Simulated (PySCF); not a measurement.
## Working with the constants of SrO⁻

UHF-CCSD(T) constants of SrO⁻, ²Σ⁺ (doublet), unpaired electrons σ ↑ (PySCF, scalar-relativistic core potentials, basis sets Sr def2-SVPD with ECP28, O def2-SVPD; masses 87.9056 and 15.9949 u):

```
ωe              : 537.5 cm⁻¹
ωexe            : 5.73 cm⁻¹
Be              : 0.28481 cm⁻¹
αe              : 0.00263 cm⁻¹
D (centrifugal) : 3.2e-07 cm⁻¹
```

**Question.** Give the vibrational terms G(v) and spacings up to v = 3.

**Answer.** G(v) = ωe(v+½) − ωexe(v+½)².

```tsv
v	G(v) (cm⁻¹)	G(v) − G(v−1)	Bv (cm⁻¹)
0	267		0.2835
1	793	526	0.2809
2	1308	515	0.2782
3	1811	503	0.2756
```

Correlated steps freeze 1 core orbital. Spin–orbit coupling is left out. The CCSD T1 diagnostic is raised, a sign that a single reference may not be enough here. The state was picked by a PBE0 search and need not be the measured ground state.
